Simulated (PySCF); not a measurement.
An unknown gives this computed stick spectrum. Computed with TDDFT PBE0/def2-SVPD, vertical, gas phase, core orbitals frozen in the response in PySCF. Geometries: GFN2-xTB, one conformer each.

```csv
state,E (eV),λ (nm),f
S1,7.79,159.2,0.0037
S2,7.99,155.2,0.0097
S3,8.36,148.4,0.0051
S4,8.76,141.6,0.015
S5,8.96,138.4,0.029
S6,9.17,135.2,0.0015
```

Question: Which candidate is it? All have the formula C4H5F3O2.
A. `FC(F)(F)[C@H]1COCO1`
B. `O=CCCOC(F)(F)F`
C. `FC(F)(F)O[C@@H]1CCO1`

Answer: C. Its S1, at 7.79 eV, is the highest among the candidates; the nearest of the others has S1 at 7.52 eV. S1 is HOMO→LUMO (73%), HOMO→LUMO+1 (15%), HOMO→LUMO+2 (9%). Löwdin shares by element: HOMO oxygen 63%, carbon 13% or more, hydrogen 7% or more (atoms not listed hold the other 18%); LUMO carbon 35% or more, hydrogen 23% or more (atoms not listed hold the other 42%). At the same level the other candidates give, for their lowest levels:
- `FC(F)(F)[C@H]1COCO1`: 7.52 eV (f 0.008); 7.92 eV (f 0.008); 8.30 eV (f 0.041); 8.30 eV (f 0.002); 8.50 eV (f 0.012); T1 7.34 eV; HOMO -8.27, LUMO 0.50 eV
- `O=CCCOC(F)(F)F`: 4.41 eV (f 0.000); 7.32 eV (f 0.014); 7.44 eV (f 0.007); 7.99 eV (f 0.062); 8.27 eV (f 0.001); T1 3.75 eV; HOMO -8.13, LUMO -1.27 eV

Shape of the structure used: `[F:1][C:2]([F:3])([F:4])[O:5][C@@H:6]1[CH2:7][CH2:8][O:9]1`: F1–C2–O5–C6 -65°, C2–O5–C6–C7 177°.
Triplets come from the Tamm–Dancoff approximation.

Without π bonds the low states may be Rydberg-like; a valence basis with one diffuse set may place them up to an eV too high.
